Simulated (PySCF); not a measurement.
**Correlation energy of Se²⁺ (selenium, charge +2)**

[Ar] 3d10 4s2 4p2, high-spin 3P determinant. Computed with PySCF 2.14 in jorge-DZP-DKH, with scalar relativity by spin-free X2C-1e. Frozen: [Ar] 3d10; 4 electrons correlated.

MP2 pair energies summed by pair of shells (mhartree):

```csv
pair,energy,share (%)
4s-4p,-13.61,50.0
4s-4s,-12.08,44.4
4p-4p,-1.52,5.6
```

Total MP2 correlation energy: -27.21 mhartree.

Same-spin part -3.17 and opposite-spin part -24.05 mhartree; SCS-MP2 scales them by 1/3 and 6/5 to -29.91 mhartree.

| level | correlation energy (mhartree) |
| --- | --- |
| CCSD | -36.00 |
| (T) | -0.19 |
| CCSD(T) | -36.19 |

Diagnostics: T1 = 0.0028, D1 = 0.0059, largest double amplitude 0.096.

Problem. Is a single reference adequate?

Solution. Mostly. T1 lies below 0.03, but a double amplitude of this size points to a near-degeneracy that CCSD handles and MP2 describes poorly.
